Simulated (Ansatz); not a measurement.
CH$_{5}$AlClNSSi, SMILES `[NH2][Al]1[CH2]S[SiH]1Cl`, relaxed with RKS PBE-D4/def2-SVP in the Gaussian-basis code of Ansatz from a rough embedded geometry. The force threshold is 0.03 eV/Å; the program also tests the step.

Charge 0, multiplicity 1.

Start:

```xyz
11

N     2.248   -1.149    0.277
Al    0.805    0.049   -0.191
C    -0.384    1.187    0.934
S    -2.053    1.059    0.355
Si   -1.236   -0.241   -1.203
Cl   -1.352    0.731   -3.072
H     2.316   -1.161    1.270
H     1.921   -2.069   -0.082
H    -0.358    0.918    2.030
H    -0.096    2.283    0.872
H    -1.811   -1.607   -1.191
```

| step | energy (eV) | largest force (eV/Å) | largest move (Å) |
| --- | --- | --- | --- |
| 1 | -40408.4417 | 3.352 | 0.000 |
| 2 | -40409.2601 | 1.155 | 0.190 |
| 3 | -40409.4815 | 0.627 | 0.196 |
| 4 | -40409.5630 | 1.076 | 0.143 |
| 5 | -40409.6631 | 0.278 | 0.200 |
| 6 (rejected) | -40409.5832 | 0.513 | 0.191 |
| 7 | -40409.6819 | 0.084 | 0.095 |
| 8 | -40409.6859 | 0.060 | 0.083 |
| 9 | -40409.6879 | 0.042 | 0.030 |
| 10 | -40409.6879 | 0.042 | 0.001 |
| 11 | -40409.6894 | 0.031 | 0.044 |
| 12 | -40409.6899 | 0.031 | 0.043 |
| 13 | -40409.6900 | 0.024 | 0.027 |

End:

```xyz
11

N     2.010   -1.242    0.516
Al    0.668   -0.191   -0.003
C    -0.263    1.273    0.960
S    -1.939    0.543    0.550
Si   -1.303   -0.324   -1.367
Cl   -1.461    0.992   -3.006
H     2.593   -1.088    1.343
H     2.299   -2.101    0.042
H    -0.169    1.291    2.066
H    -0.196    2.309    0.574
H    -2.238   -1.462   -1.674
```

Run time 16 s (4 threads of an Intel Xeon 6975P-C on a shared host); peak host memory 0.24 GiB.
